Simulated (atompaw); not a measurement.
Varying the PAW (atompaw) potential for calcium (Ca)

Base potential:

| Item | Value |
| --- | --- |
| Element | calcium (Ca) |
| Generator | atompaw 4.2.0.5 |
| Type | PAW |
| Functional | LDA (PW92) |
| Relativity | scalar-relativistic |
| Frozen core | [Ne] |
| Valence charge | 10 |
| Reference configuration | 3s2 3p6 3d0 4s2 4p0 |
| Partial waves | 3s (bound); 4s (bound); 3p (bound); 4p (bound, empty); 3d (bound, empty); 3d channel at 0.4 Ry; 4f channel at -0.05 Ry |
| Local potential | bessel scheme, radius 1.95 bohr |
| Core correction | smooth core density matched at 1.95 bohr |
| Augmentation charge | sinc compensation charge, radius 2.45 bohr; PAW radius 2.45 bohr; waves and projectors: bloechl |

All-electron outer shells of the reference configuration (LDA (PW92), scalar-relativistic, ld1.x):

| shell | level (eV) | outermost node (bohr) | outermost maximum (bohr) |
| --- | --- | --- | --- |
| 2s | -413.12 | 0.10 | 0.30 |
| 2p | -334.58 | – | 0.25 |
| 3s | -46.83 | 0.45 | 0.99 |
| 3p | -27.99 | 0.42 | 1.04 |
| 4s | -3.86 | 1.43 | 3.33 |
| 3d | -2.13 | – | 1.27 |
| 4p | -1.44 | 1.63 | 4.39 |

Cutoffs, loose and tight: the cutoffs (Ry, on a coarse ladder) from which the occupation-weighted sum of valence levels, in a spherical-Bessel basis at the reference potential, stays within 10 and 1 mRy of its value at 400 Ry. They see the waves, projectors and local potential, not the compensation charge or the core. A dash means not determined.

```csv
change,outcome,"cutoff, loose","cutoff, tight",bound ghosts
base,generated,25 Ry,30 Ry,none
"all radii scaled by about 0.77 (s 1.14, p 1.08, d 1.26, f 1.34 bohr); local potential bessel scheme, radius 1.50 bohr; augmentation sinc compensation charge, radius 1.88 bohr; PAW radius 1.88 bohr; waves and projectors: bloechl; core correction smooth core density matched at 1.50 bohr",generated,30 Ry,40 Ry,none
"all radii scaled by about 0.81 (s 1.22, p 1.14, d 1.34, f 1.42 bohr); local potential bessel scheme, radius 1.58 bohr; augmentation sinc compensation charge, radius 1.98 bohr; PAW radius 1.98 bohr; waves and projectors: bloechl; core correction smooth core density matched at 1.58 bohr",generated,30 Ry,40 Ry,none
"all radii scaled by about 0.87 (s 1.30, p 1.22, d 1.44, f 1.52 bohr); local potential bessel scheme, radius 1.70 bohr; augmentation sinc compensation charge, radius 2.14 bohr; PAW radius 2.14 bohr; waves and projectors: bloechl; core correction smooth core density matched at 1.70 bohr",generated,30 Ry,35 Ry,none
"all radii scaled by about 1.12 (s 1.68, p 1.56, d 1.86, f 1.96 bohr); local potential bessel scheme, radius 2.18 bohr; augmentation sinc compensation charge, radius 2.74 bohr; PAW radius 2.74 bohr; waves and projectors: bloechl; core correction smooth core density matched at 2.18 bohr",generated,21 Ry,25 Ry,none
"all radii scaled by about 1.17 (s 1.76, p 1.64, d 1.94, f 2.04 bohr); local potential bessel scheme, radius 2.28 bohr; augmentation sinc compensation charge, radius 2.86 bohr; PAW radius 2.86 bohr; waves and projectors: bloechl; core correction smooth core density matched at 2.28 bohr",generated,18 Ry,25 Ry,none
"all radii scaled by about 1.24 (s 1.86, p 1.74, d 2.04, f 2.16 bohr); local potential bessel scheme, radius 2.42 bohr; augmentation sinc compensation charge, radius 3.04 bohr; PAW radius 3.04 bohr; waves and projectors: bloechl; core correction smooth core density matched at 2.42 bohr",generated,18 Ry,25 Ry,none
"all radii scaled by about 1.30 (s 1.96, p 1.82, d 2.16, f 2.28 bohr); local potential bessel scheme, radius 2.54 bohr; augmentation sinc compensation charge, radius 3.20 bohr; PAW radius 3.20 bohr; waves and projectors: bloechl; core correction smooth core density matched at 2.54 bohr",generated,15 Ry,21 Ry,none
```

Question: What comes out with this change to the base: all radii scaled by about 1.07 (s 1.60, p 1.50, d 1.76, f 1.86 bohr); local potential bessel scheme, radius 2.08 bohr; augmentation sinc compensation charge, radius 2.60 bohr; PAW radius 2.60 bohr; waves and projectors: bloechl; core correction smooth core density matched at 2.08 bohr?

Answer: outcome: generated; cutoff, loose: 21 Ry; cutoff, tight: 30 Ry; bound ghosts: none.

Question: What comes out with this change to the base: all radii scaled by about 0.93 (s 1.40, p 1.30, d 1.54, f 1.62 bohr); local potential bessel scheme, radius 1.80 bohr; augmentation sinc compensation charge, radius 2.28 bohr; PAW radius 2.28 bohr; waves and projectors: bloechl; core correction smooth core density matched at 1.80 bohr?

Answer: outcome: generated; cutoff, loose: 25 Ry; cutoff, tight: 35 Ry; bound ghosts: none.

Reading the sweep of the scale of all radii (base = 1) (base included, trends over the rows without a ghost): The loose cutoff falls from 30 Ry at 0.77 to 15 Ry at 1.3. A larger radius leaves more room for a smooth pseudo-wave, so fewer plane waves are needed; a smaller one forces it to follow the all-electron wave where it bends sharply.
